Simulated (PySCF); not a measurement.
Al(AsH2)(OH)2 (AlAsH₄O₂), SMILES [OH][Al]([OH])[AsH2]. Heavy atoms are numbered as in [Al:1]([AsH2:2])([OH:5])[OH:7]. Hydrogens are named by the atom that carries them.

The structure is a stationary point at PBE0-D3(BJ)/def2-SVP. The structure was generated by enumeration; whether it is a known compound was not checked. Other conformers were not sampled.

Computed with PySCF with CAM-B3LYP/def2-TZVP.

Atomic charges (e), one atom of each kind:

```json
[
 {"atom": "Al1", "Mulliken": "0.60", "IAO": "[?]"},
 {"atom": "As2 (AsH2)", "Mulliken": "-0.24", "IAO": "[?]"},
 {"atom": "H on As2", "Mulliken": "0.06", "IAO": "-0.02"},
 {"atom": "O5 (OH)", "Mulliken": "-0.55", "IAO": "[?]"},
 {"atom": "H on O5", "Mulliken": "0.31", "IAO": "0.36"}
]
```

**Question.** Fill in the missing entries. (An estimate is asked for; the answer gives what the named calculation found.)

**Answer.** 
- Al1, IAO: 1.11
- As2 (AsH2), IAO: -0.14
- O5 (OH), IAO: -0.83
